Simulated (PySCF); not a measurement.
## Level sweep

Compound: C2H10OSi2.
InChI=1S/C2H10OSi2/c1-3-2-5-4/h2,5H2,1,4H3

PySCF, dipoles from the SCF density, polarisabilities from static response with core orbitals frozen. Isolated species at its PBE0-D3(BJ)/def2-SVP geometry (one conformer only).

The anisotropy is √(½[(α1 − α2)² + (α2 − α3)² + (α3 − α1)²]).

```
              level  μ (D)  α (Å³)  anisotropy (Å³)
      LDA/def2-SVPD  1.695   14.46             3.60
      PBE/def2-SVPD  1.664   14.11             3.48
    B3LYP/def2-SVPD  1.716   13.59             3.13
     PBE0/def2-SVPD  1.728   13.51             3.13
BHandHLYP/def2-SVPD  1.776   13.02             2.81
CAM-B3LYP/def2-SVPD  1.751   13.35             2.93
  wB97X-D/def2-SVPD  1.757   13.33             2.94
  LC-wPBE/def2-SVPD  1.790   13.03             2.79
       HF/def2-SVPD  1.866   12.41             2.43
        PBE0/6-31G*  1.829   11.16             2.84
      PBE0/def2-SVP  1.829   11.91             2.56
```

The dipole runs from 1.66 D (PBE/def2-SVPD) to 1.87 D (HF/def2-SVPD). No reference polarisability is at hand; against PBE0 in the largest diffuse basis at hand (def2-SVPD) the other PBE0 rows deviate by 6-31G* -17%, def2-SVP -12%. In one basis (def2-SVPD) the functionals order the polarisability from HF (lowest) to LDA (highest), a spread of 16%. With PBE0 the polarisability is 11.53 Å³ without diffuse functions (mean of 6-31G* and def2-SVP) and 13.51 Å³ with them (def2-SVPD).

Without π bonds the low states are Rydberg-like; a valence basis with one diffuse set may place them up to an eV too high.
